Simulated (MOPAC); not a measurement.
Input for MOPAC: AM1 on H4OSeSi (SMILES [SiH3]O[SeH]), a point of a torsion scan.

```
AM1 1SCF PRECISE CHARGE=0 THREADS=1
H4OSeSi

Si     0.84707495 1    -0.24481135 1     0.06780047 1
O     -0.18577052 1     1.00394227 1    -0.16664307 1
Se    -1.99363223 1     1.11472997 1    -0.01005639 1
H      0.51768952 1    -1.37039447 1    -0.80600600 1
H      2.07214961 1     0.46123520 1    -0.27574944 1
H      0.77332843 1    -0.68214713 1     1.46522324 1
H     -2.03848585 1     0.75441471 1     1.40595318 1
```

It printed:

```
*******************************************************************************
 **                                                                           **
 **                              MOPAC v23.2.5                                **
 **                                                                           **
 *******************************************************************************
 ** MOPAC's Digital Object Identifier: https://doi.org/10.5281/zenodo.6511958 **
 **                                                                           **
 ** Please cite the open-source release paper for use of this MOPAC version:  **
 ** J. E. Moussa and J. J. P. Stewart (2026)                                  **
 ** MOPAC: An open-source semiempirical molecular orbital program             **
 ** J. Open Source Softw., 11(119), 8025, https://doi.org/10.21105/joss.08025 **
 *******************************************************************************

                              AM1 CALCULATION RESULTS

 *******************************************************************************
 *  AM1        - The AM1 Hamiltonian to be used
 *
 *
 *
 *                 CHARGE ON SYSTEM = 0
 *
 *
 *
 *  PRECISE    - TIGHTER CRITERIA TO BE USED
 *  1SCF       - DO 1 SCF AND THEN STOP
 *  THREADS=1  - MULTI-THREADING NOT USED
 *  T=         - A TIME OF 172800.0 SECONDS REQUESTED
 *  DUMP=N     - RESTART FILE WRITTEN EVERY 7200.0 SECONDS REQUESTED
 *******************************************************************************
AM1 1SCF PRECISE CHARGE=0 THREADS=1
 H4OSeSi

   ATOM   CHEMICAL          X               Y               Z
  NUMBER   SYMBOL      (ANGSTROMS)     (ANGSTROMS)     (ANGSTROMS)

     1      Si          0.84707495  *  -0.24481135  *   0.06780047  *
     2       O         -0.18577052  *   1.00394227  *  -0.16664307  *
     3      Se         -1.99363223  *   1.11472997  *  -0.01005639  *
     4       H          0.51768952  *  -1.37039447  *  -0.80600600  *
     5       H          2.07214961  *   0.46123520  *  -0.27574944  *
     6       H          0.77332843  *  -0.68214713  *   1.46522324  *
     7       H         -2.03848585  *   0.75441471  *   1.40595318  *



          CARTESIAN COORDINATES

    NO.       ATOM           X           Y           Z

     1        Si          0.8471     -0.2448      0.0678
     2         O         -0.1858      1.0039     -0.1666
     3        Se         -1.9936      1.1147     -0.0101
     4         H          0.5177     -1.3704     -0.8060
     5         H          2.0721      0.4612     -0.2757
     6         H          0.7733     -0.6821      1.4652
     7         H         -2.0385      0.7544      1.4060

  H: (AM1): M.J.S. DEWAR ET AL, J. AM. CHEM. SOC. 107 3902-3909 (1985)
  O: (AM1): M.J.S. DEWAR ET AL, J. AM. CHEM. SOC. 107 3902-3909 (1985)
 Si: (AM1): M.J.S.DEWAR, C. JIE, ORGANOMETALLICS, 6, 1486-1490 (1987).
 Se: (AM1): J. J. P. STEWART, J. MOL. MOD., 10, 155-164 (2004)

           Empirical Formula: H4 O Si Se  =     7 atoms



      MOLECULAR POINT GROUP   :   C1


      RHF CALCULATION, NO. OF DOUBLY OCCUPIED LEVELS = 10


 -------------------------------------------------------------------------------
 AM1 1SCF PRECISE CHARGE=0 THREADS=1
 H4OSeSi



     1SCF WAS SPECIFIED, SO BFGS WAS NOT USED
     SCF FIELD WAS ACHIEVED


                              AM1 CALCULATION
                                                       MOPAC v23.2.5 Linux




          FINAL HEAT OF FORMATION =        -22.49371 KCAL/MOL =     -94.11368 KJ/MOL


          COSMO AREA              =        118.60 SQUARE ANGSTROMS
          COSMO VOLUME            =        107.65 CUBIC ANGSTROMS

          IONIZATION POTENTIAL    =          7.262979 EV
          HOMO LUMO ENERGIES (EV) =         -7.263 -0.281
          NO. OF FILLED LEVELS    =         10
          MOLECULAR WEIGHT        =        127.0765         POINT GROUP:  C1

          MOLECULAR DIMENSIONS (Angstroms)

            Atom       Atom       Distance
            H     7    H     5     4.45100
           Se     3    H     6     2.92958
            H     7    H     4     2.18464


          SCF CALCULATIONS        =          1





   ATOM   CHEMICAL          X               Y               Z
  NUMBER   SYMBOL      (ANGSTROMS)     (ANGSTROMS)     (ANGSTROMS)

     1      Si          0.84707495  *  -0.24481135  *   0.06780047  *
     2       O         -0.18577052  *   1.00394227  *  -0.16664307  *
     3      Se         -1.99363223  *   1.11472997  *  -0.01005639  *
     4       H          0.51768952  *  -1.37039447  *  -0.80600600  *
     5       H          2.07214961  *   0.46123520  *  -0.27574944  *
     6       H          0.77332843  *  -0.68214713  *   1.46522324  *
     7       H         -2.03848585  *   0.75441471  *   1.40595318  *

                             CARTESIAN COORDINATES

   1   Si        0.847074950    -0.244811350     0.067800470
   2    O       -0.185770520     1.003942270    -0.166643070
   3   Se       -1.993632230     1.114729970    -0.010056390
   4    H        0.517689520    -1.370394470    -0.806006000
   5    H        2.072149610     0.461235200    -0.275749440
   6    H        0.773328430    -0.682147130     1.465223240
   7    H       -2.038485850     0.754414710     1.405953180


           Empirical Formula: H4 O Si Se  =     7 atoms



      MOLECULAR POINT GROUP   :   C1


                  EIGENVALUES
 -34.92281 -20.27240 -16.80848 -14.77080 -14.23231 -13.66335 -11.67983 -11.16331
 -10.69645  -7.26298  -0.28125   0.64166   1.45113   1.96894   2.02675   3.30060


              NET ATOMIC CHARGES AND DIPOLE CONTRIBUTIONS

  ATOM NO.   TYPE          CHARGE      No. of ELECS.   s-Pop       p-Pop
    1         Si           1.107480        2.8925     0.82645     2.06607
    2          O          -0.689891        6.6899     1.86640     4.82349
    3         Se           0.396061        5.6039     1.95172     3.65222
    4          H          -0.252658        1.2527     1.25266
    5          H          -0.200353        1.2004     1.20035
    6          H          -0.258416        1.2584     1.25842
    7          H          -0.102222        1.1022     1.10222
 DIPOLE           X         Y         Z       TOTAL
 POINT-CHG.    -1.252    -0.813    -0.372     1.539
 HYBRID         0.294    -0.236     0.758     0.846
 SUM           -0.958    -1.049     0.386     1.472


          ATOMIC ORBITAL ELECTRON POPULATIONS

     Atom    s        px        py        pz
    1 Si   0.82645   0.67538   0.64418   0.74651
    2  O   1.86640   1.28392   1.64004   1.89953
    3 Se   1.95172   0.73446   1.92564   0.99213
    4  H   1.25266
    5  H   1.20035
    6  H   1.25842
    7  H   1.10222

 **********************
 *                    *
 * JOB ENDED NORMALLY *
 *                    *
 **********************




 == MOPAC DONE ==
```

The run finished.

Cost: very roughly 0.020 core-seconds.
